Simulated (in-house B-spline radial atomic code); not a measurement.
The numbers below are computed, except where a source is named.
# Two electrons in Ge: a spherical dot of radius 52.7 nm with hard walls with an ionised donor at its centre

For Ge the NSM archive of the Ioffe Institute lists m_l = 1.6 m0, m_t = 0.08 m0 and ε = 16.2; the model takes one isotropic valley with the conductivity mass 3/(1/m_l + 2/m_t) = 0.117 m0, and so misses anisotropy and the other valleys. All triplets below are those of one valley; with several valleys two electrons can form a triplet in the 1s orbital itself, at an energy set by the valley splitting. Real donors also feel a central-cell potential, which shifts the ground state.

Effective-mass model with parabolic bands, a uniform dielectric constant, no image charges, no central-cell or spin-orbit terms. Two-electron levels come from full CI in B-splines with partial waves to l = 5 (up to 0.001 effective hartree above the limit).

Q: What are the effective units, and what is the potential in them?

A: Ha* = 27211.386 meV × 0.117/16.2² = 12.13 meV and a* = 0.0529177 nm × 16.2/0.117 = 7.327 nm. The radius is R = 7.19 a*, with −1/r added.

In these units the lowest s and p orbitals lie at -0.499900 and -0.091555, and their Coulomb and exchange integrals are J_ss = 0.626001, J_sp = 0.314211 and K_sp = 0.03099. Full CI gives -0.512843 for the ground singlet, -0.332755 for the sp triplet, -0.303117 for the sp singlet and -0.315613 for the lowest triplet of two s orbitals.

Q: What does it cost to add the second electron, to first order and exactly?

A: To first order E = 2ε_s + J_ss = -0.373800, so the charging energy E(2) − 2E(1) is J_ss = 7.594 meV. CI gives -0.512843 − 2 × (-0.499900) = 0.486958, or 5.907 meV: relaxation and correlation lower it by 1.687 meV, 22.2 % of J_ss. The s² configuration of one-electron orbitals holds 76.2 % of the state, and the mean radius is 16 nm.

Q: How far above the singlet do the triplets lie?

A: To first order the sp triplet lies at ε_s + ε_p + J_sp − K_sp = -0.308231, which is 0.7954 meV above 2ε_s + J_ss. CI gives -0.332755 − (-0.512843) = 0.180088, or 2.185 meV, 44 % of the orbital spacing of 4.954 meV. The ss triplet lies 2.393 meV up, so the lower of the two is the sp one, and its gap equals k_BT at 25.4 K. The sp singlet-triplet splitting is 0.3595 meV, against 2K_sp = 0.7518 meV.
